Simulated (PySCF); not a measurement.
# Ca⁺: excitation energy

Ca⁺ [Ar] 4s1 (2S) → Ca⁺ [Ar] 3d1 (2D), as a difference of total energies. Computed with PySCF 2.14 in aug-cc-pVDZ-X2C (6s5p3d, 36 functions), with scalar relativity by spin-free X2C-1e. The calculations carry no spin-orbit coupling.

```json
{"method": "UHF", "excitation energy (cm⁻¹)": "17909"}
{"method": "LDA", "excitation energy (cm⁻¹)": "11163"}
{"method": "PBE", "excitation energy (cm⁻¹)": "10385"}
{"method": "PBE0", "excitation energy (cm⁻¹)": "11319"}
{"method": "r2SCAN", "excitation energy (cm⁻¹)": "10270"}
{"method": "M06-L", "excitation energy (cm⁻¹)": "7959.0"}
{"method": "B3LYP", "excitation energy (cm⁻¹)": "11527"}
{"method": "revPBE", "excitation energy (cm⁻¹)": "9911.3"}
{"method": "wB97M-V", "excitation energy (cm⁻¹)": "11543"}
```

For comparison: 13687 cm⁻¹ (measured; NIST levels, between the centres of gravity of the two terms).
